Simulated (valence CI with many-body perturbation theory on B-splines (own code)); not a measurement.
**Te XXXII in brief**

Calculated by relativistic CI+MBPT: three valence electrons over a frozen Dirac-Fock core [Ar], radial functions for each j: 7 s, 7 p, 8 d, 6 f, 4 g, 1 h, with the one-electron correlation potential Σ1, the two-electron term Σ2, the three-electron term Σ3, Breit, model QED; selected CI, second order for the rest, scaled by the run's own slope (own B-spline code, finite nucleus).

No measured spectrum was set against this ion. As an estimate, large intervals hold to a few tenths of a per cent, small ones and those within an open d or f shell to about a per cent. Only levels of the ground parity were solved; by the run's estimate the other parity begins above the list, which can be wrong where configurations are misplaced.

Levels are named by their leading jj configuration (3d3/2^4 stands for four electrons in 3d with j = 3/2), which in mixed levels can hold well under half, so a name can repeat and another be missing.

Rates and lifetimes use the calculated energies. Strong lines usually hold to 10 to 20 %, long lifetimes can be off by a factor of two.

Task: What is the ground level?

Result: (3d3/2^3) J=3/2, composition 69 % 3d³ ⁴F + 24 % 3d³ ²D + 5 % 3d³ ²P, g = 0.561.

Task: What is the ionisation energy?

Result: 1889.2 eV; NIST lists 1889 ± 4 eV (theoretical).

Task: How well does LS coupling describe the low levels?

Result: Among the lowest 19 levels the leading LS term, summed over configurations, holds 70 % on average. For single configurations the figures are 70 % in LS and 83 % in jj coupling. Terms mix most in the J = 9/2 level at 123400 cm⁻¹, where the leading one holds 42 %.
